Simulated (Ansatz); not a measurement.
Species: sum formula GeSiH₃, charge -1, multiplicity 1. It need not be the lowest isomer of its formula. Whether it binds its extra electron was not tested at this geometry. SMILES: [SiH-]=[GeH2]
Geometry: optimised at B3LYP-D3(BJ)/def2-TZVP (Ansatz, a program for electronic structure).

Parts of the frozen-core correlation energy in STO-3G (Ansatz, hartree). Frozen orbitals: 19; correlated occupied orbitals by spin: 6 and 6; virtual: 5 and 5. Spin-orbit coupling is left out. No relativistic terms. The restricted reference is unstable.

```tsv
term	value
reference (HF)	-2338.82894
MP2 opposite-spin	___
MP2 same-spin	-0.00845
CCSD correlation	___
(T)	___
FCI minus CCSD(T)	-0.00067
T1 diagnostic	0.031
largest doubles amplitude	0.255
```

Question: Some entries are withheld; supply them.

Answer: 
- MP2 opposite-spin, value: -0.07449
- CCSD correlation, value: -0.11562
- (T), value: -0.00307
